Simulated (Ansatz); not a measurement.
System: C₂H₅Ge, charge 0, doublet. C2H5Ge (SMILES [C](=C)[GeH3], doublet).
B3LYP-D3(BJ)/def2-TZVP minimum from Ansatz (a first-principles code):
```xyz
8

Ge     0.6834    -0.1966    -0.1501
C     -1.0704     0.5567     0.0100
C     -2.2322     0.5208     0.6002
H      0.8777    -0.6959    -1.5891
H      0.8530    -1.3747     0.8347
H      1.7198     0.8917     0.1650
H     -3.0335     1.2171     0.3547
H     -2.4705    -0.2109     1.3768
```
Charge 0, spin multiplicity 2.

Total energies in hartree (Ansatz). Open shells are spin-unrestricted; no spin-orbit coupling. Cores are frozen in correlated methods (noble-gas shells, and filled d and f shells in the p block). No relativity. For partners of very few electrons the exact lower level stands in for a higher one. The UHF reference of C2H5Ge (C=[C][GeH3], doublet) is spin-contaminated (<S^2> up to 0.19 over the pure value in the sets run).

```tsv
species	HF/cc-pVTZ	CCSD(T)/cc-pVTZ	HF/cc-pVQZ	CCSD(T)/cc-pVQZ	CCSD(T)/cc-pVDZ	CCSDT(Q)/cc-pVDZ
1: C2H5Ge (SMILES C=[C][GeH3], doublet)	-2153.99360	-2154.46571	-2154.00244	-2154.49812	-2154.29239	-2154.29493
2: Ge (triplet)	-2075.36107	-2075.42794	-2075.36359	-2075.43284	-2075.34866	-2075.34895
3: C (triplet)	-37.69157	-37.78076	-37.69331	-37.78654	-37.76038	-37.76071
4: H (doublet)	-0.49981	-0.49981	-0.49995	-0.49995	-0.49928	-0.49928
```

Task: Work out the atomisation energy (electronic, to ground-state atoms) in kcal/mol: take Hartree-Fock from cc-pVQZ, extrapolate the CCSD(T) correlation energy as X^-3 (X = 3, 4), and add CCSDT(Q) - CCSD(T) in cc-pVDZ. 1 hartree = 627.51 kcal/mol.

Result: 
Species 1: correlation (64·(-0.49568) - 27·(-0.47211))/37 = -0.51288; step -0.00254; E1 = -2154.00244 + (-0.51288) + (-0.00254) = -2154.51786
Species 2: correlation (64·(-0.06925) - 27·(-0.06687))/37 = -0.07099; step -0.00029; E2 = -2075.36359 + (-0.07099) + (-0.00029) = -2075.43487
Species 3: correlation (64·(-0.09323) - 27·(-0.08919))/37 = -0.09618; step -0.00033; E3 = -37.69331 + (-0.09618) + (-0.00033) = -37.78982
Species 4: correlation (64·(0.00000) - 27·(0.00000))/37 = 0.00000; step +0.00000; E4 = -0.49995 + (0.00000) + (+0.00000) = -0.49995
-1·E1 +1·E2 +2·E3 +5·E4 = 1.00360 hartree = 629.8 kcal/mol.
